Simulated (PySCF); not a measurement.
Threshold energies of ZrH in a plasma

CCSD(T) in PySCF with def2-TZVPPD on every atom (core potentials on Zr), for the lowest determinant that a PBE0 search found; no spin–orbit coupling.

```tsv
species	state (unpaired electrons)	Re (Å)	ωe (cm⁻¹)	energy of the minimum from the neutral (eV)	De (eV)	dissociates to
ZrH	quartet (σ ↑, π ↑, δ ↑)	1.874	1563	0.00	2.39	Zr (4d2 5s2) + H
ZrH⁺	triplet (σ ↑, δ ↑)	1.806	1738	6.33	2.61	Zr⁺ (4d2 5s1) + H
```

Problem. Work out the lowest energy to break ZrH into atoms, from its vibrational ground state.

Solution. D0 = De − ωe/2 = 2.39 − 0.10 = 2.29 eV (CCSD(T)/def2-TZVPPD).

Problem. Work out the ionisation energy of the Zr atom at this level and the threshold of dissociative ionisation.

Solution. IE(Zr) = 6.33 + 2.61 − 2.39 = 6.55 eV, so Zr⁺ (4d2 5s1) + H + e⁻ appears at D0 + IE(Zr) = 8.84 eV (CCSD(T)/def2-TZVPPD). The measured IE(Zr) is 6.634 eV (NIST ASD).

These are thermodynamic thresholds; the onsets seen under electron impact lie higher where the geometry changes, and cross-sections peak well above them.

Correlated steps freeze no core orbitals. These are scalar-relativistic numbers at best; spin–orbit coupling would shift them, the dissociation energy most. For an ion De counts to the pair picked by the measured ionisation energies or electron affinities, which need not be the lowest pair at this level. With d or f electrons several states lie close, and the lowest PBE0 determinant need not be the measured ground state.
